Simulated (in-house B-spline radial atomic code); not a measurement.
## Ionising Sr6+ with different functionals

Computed with a B-spline radial code for spherical atoms: four-component Dirac-Coulomb Hamiltonian, Fermi nucleus of rms radius 4.224 fm, spin-restricted, spherical fractional occupations for the functionals, and exact exchange of hybrids averaged over the configuration. The ionisation energy is the difference of two self-consistent energies, [Ar] 3d10 4s2 4p2 → [Ar] 3d10 4s2 4p1, without Breit or QED terms; ε is the level of the shell that loses the electron (mean over j). The electron is taken from both j subshells in proportion to 2j + 1, so the result is a j average, not the step between ground levels.

```csv
method,rung,ΔSCF (eV),-ε(4p) (eV)
BHandHLYP,global hybrid,103.74,99.84
CAM-B3LYP,range-separated hybrid,?,?
wB97X,range-separated hybrid,?,?
LC-wPBE,range-separated hybrid,103.83,100.78
```

(1) What does CAM-B3LYP give?

(2) What does wB97X give?

(3) Among the functionals, which spreads more, the ΔSCF values or the orbital energies?

(4) How do they compare with the NIST value?

## Answers

(1) ΔSCF 103.89 eV, and -ε(4p) = 99.38 eV.

(2) ΔSCF 103.63 eV, and -ε(4p) = 100.26 eV.

(3) The orbital energies: ΔSCF values span about 0.27 eV and the orbital energies 1.39 eV; here energy differences depend much less on the functional than eigenvalues do.

(4) NIST lists 104 eV ± 2 (tabulated theory, ground level to ground level). Errors run from -0.37 to -0.11 eV; all lie within about twice that uncertainty, so the table can't rank the methods.
